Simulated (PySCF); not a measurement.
Compound: C₂H₈OSeSi.
Numbering: `[CH3:1][CH2:2][Si@@H:3]([OH:4])[SeH:5]` (hydrogens: H6, H7, H8 on C1; H9, H10 on C2; H11 on Si3; H12 on O4; H13 on Se5)

Computed with PySCF, PBE0-D3(BJ)/def2-SVP geometry optimisation, gas phase.

**Question.** List the bond lengths, angles and torsions at this level.

**Answer.** 
| bond | length (Å) | order |
| --- | --- | --- |
| C1–C2 | 1.527 | single |
| C2–Si3 | 1.866 | single |
| Si3–O4 | 1.667 | single |
| Si3–Se5 | 2.295 | single |
| C1–H6, C1–H7, C1–H8 | 1.101 | single |
| C2–H9 | 1.104 | single |
| C2–H10 | 1.104 | single |
| Si3–H11 | 1.496 | single |
| O4–H12 | 0.962 | single |
| Se5–H13 | 1.469 | single |

Bonds in one row agree within 0.01 Å and their mean is given. Orders are formal, as drawn. A selection of angles:
| angle | degrees |
| --- | --- |
| C2–C1–H6 | 111.6 |
| H6–C1–H7 | 107.8 |
| C1–C2–Si3 | 113.4 |
| C1–C2–H9 | 110.7 |
| C1–C2–H10 | 111.4 |
| Si3–C2–H9 | 107.5 |
| Si3–C2–H10 | 107.5 |
| H9–C2–H10 | 105.9 |
| C2–Si3–O4 | 105.8 |
| C2–Si3–Se5 | 110.2 |
| C2–Si3–H11 | 112.4 |
| O4–Si3–Se5 | 111.2 |
| O4–Si3–H11 | 111.3 |
| Se5–Si3–H11 | 106.2 |
| Si3–O4–H12 | 116.3 |
| Si3–Se5–H13 | 93.0 |

Dihedral angles: C1–C2–Si3–O4 55° (synclinal); H12–O4–Si3–C2 167° (antiperiplanar); H13–Se5–Si3–C2 135° (anticlinal).

Of the pairs four or more bonds apart, O4···H7 is among the closest relative to their van der Waals radii: 2.83 Å, 104 % of the sum of Bondi's values. Si3 (oxygen-bound silicon) is distorted tetrahedral (angles from 105.8° to 112.4°). Se5 (selenium bonded to Si and H) is bent (angle 93.0°).

Point group: C1 (no symmetry element, even within 0.4 Å). No PBE0-D3(BJ)/def2-SVP frequencies stand behind this structure, so it isn't proved a minimum. The numbers are those of one conformer (C1–C2–Si3–O4 55°, C2–Si3–O4–H 167°, C2–Si3–Se5–H 135°).

Time: 3.3 min; peak memory 0.51 GiB. Hardware: one thread of an Arm Neoverse N1 (shared host). This is the geometry optimisation.
